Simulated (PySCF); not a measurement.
**Correlation energy of Ce (cerium, neutral)**

[Xe] 4f1 5d1 6s2, one real determinant. Computed with PySCF 2.14 in x2c-TZVPPall (11s7p7d4f2g, 113 functions), with scalar relativity by spin-free X2C-1e. Frozen: [Kr] 4d10; 12 electrons correlated.

```tsv
level	correlation energy (mhartree)
CCSD	-296.14
(T)	-14.86
CCSD(T)	-311.00
```

Diagnostics: T1 = 0.025, D1 = 0.0948, largest double amplitude 0.094.

The real determinant used has ⟨L²⟩ near 18 against 30 for a pure H term, so it mixes terms. Spin-orbit coupling, absent here, splits the open shell strongly.

Cost of the coupled-cluster step: roughly 100 core-seconds, for 12 correlated electrons.

The reference is one real determinant that mixes LS terms of this configuration.
